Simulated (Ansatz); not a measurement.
`[Ag][Ag]` + `[Li][Cl]` → `[Cl][Ag]` + `[Li][Ag]` at 400 K and 1 bar (redistribution).

Gas-phase electronic energies from Ansatz, PBE0-D4/def2-TZVP geometries. CBS: MP2 limit from def2 TZ/QZ plus the TZ coupled-cluster correction, frozen cores. def2 core potentials past Kr. For Ag, Li outer-core shells are correlated without core-valence functions, which leaves a few kJ/mol of doubt a bond.

| species | CCSD(T)/CBS energy (Eh) | H − E (kJ/mol) | S (J/(mol·K)) |
| --- | --- | --- | --- |
| `[Ag][Ag]` | -293.86984 | 15.1 | 268.7 |
| `[Li][Cl]` | -467.35841 | 16.4 | 222.4 |
| `[Cl][Ag]` | -606.73060 | 15.4 | 256.8 |
| `[Li][Ag]` | -154.44244 | 15.5 | 242.4 |

H − E and S are ideal-gas, rigid-rotor, harmonic terms from PBE0-D4/def2-TZVP. 1 Eh = 2625.50 kJ/mol, R = 8.31446 J/(mol·K).

**Question.** By hand: ΔE, ΔH, ΔS and ΔG.

**Answer.** ΔE = (-606.73060) + (-154.44244) − (-293.86984) − (-467.35841) = 0.05521 Eh = 145.0 kJ/mol. Δ(H − E) = 15.4 + 15.5 − 15.1 − 16.4 = -0.6, so ΔH = 144.4 kJ/mol. ΔS = 256.8 + 242.4 − 268.7 − 222.4 = 8.1 J/(mol·K). ΔG = 144.4 − 400 × (8.1)/1000 = 141.2 kJ/mol.

**Question.** By hand: the equilibrium constant, and the temperature at which ΔG would vanish if ΔH and ΔS stayed fixed.

**Answer.** log₁₀ K = −ΔG/(RT ln 10) = -18.4. ΔG = 0 at ΔH/ΔS = 17827 K, far beyond where these terms or the molecules hold.

The number of gas molecules stays the same, so ΔS is small and ΔH decides. A doubt of 5 kJ/mol in ΔE shifts log₁₀ K by 0.7 here. These are equilibria of isolated gas molecules and say nothing of rates. Largest T1 diagnostic: 0.028 (customary marks: 0.02 for closed shells, 0.045 for open ones).
